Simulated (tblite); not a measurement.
Cl6W, charge +1, doublet, at a GFN2-xTB geometry (such geometries of metal compounds can be far from the true shape) (the multiplicity is a formal guess); GFN1-xTB (tblite).

tblite was given this input:
```
$ tblite run mol.xyz --method gfn1 --charge 1 --spin 1 --json tblite.json --no-restart

# file mol.xyz
7

W     -0.09587042    -0.05254295     0.20143651
Cl     1.91016523     0.84070503    -1.06707541
Cl     0.86905186     0.19837681     2.14553329
Cl    -0.29585744     0.04403604    -2.32480006
Cl    -2.10446551    -0.87546033     0.45023518
Cl    -0.80141856     2.05683636     0.10282837
Cl     0.83984273    -2.03577753    -0.18356266
```

### Question
Predict the main parts of the log of this tblite run.

### Answer

```
xTB calculator
 | screened Coulomb repulsion
 | Coulomb electrostatics
 |  * isotropic Klopman-Ohno-Mataga-Nishimoto electrostatics
 |  * onsite third-order electrostatics
 | DFT-D3(BJ) dispersion correction

halogen bonding energy    0.0000000000000E+00 Eh
repulsion energy          5.5120720182999E-02 Eh
dispersion energy        -6.9941848176974E-03 Eh
number of electrons       4.7000000000000E+01 e
integral cutoff           3.6814730210589E+01 bohr

------------------------------------------------------------
  cycle        total energy    energy error   density error
------------------------------------------------------------
      1     -27.34999796577  -2.7398125E+01   6.5858710E-01
      2     -27.47081328087  -1.2081532E-01   2.4778466E-01
      3     -27.47329597284  -2.4826920E-03   1.3966724E-01
      4     -27.47330016525  -4.1924077E-06   6.4180598E-03
      5     -27.47332151107  -2.1345822E-05   1.8459586E-03
      6     -27.47332209263  -5.8156104E-07   5.6306872E-04
      7     -27.47332224174  -1.4910927E-07   5.0272932E-04
      8     -27.47332230914  -6.7401032E-08   2.3288956E-05
      9     -27.47332230946  -3.1319303E-10   3.1346916E-07
------------------------------------------------------------

electronic energy        -2.7521448844821E+01 Eh
total energy             -2.7473322309456E+01 Eh

Post processing:
 | Mayer-Wiberg bond orders

[Info] JSON dump of results written to 'tblite.json'
```
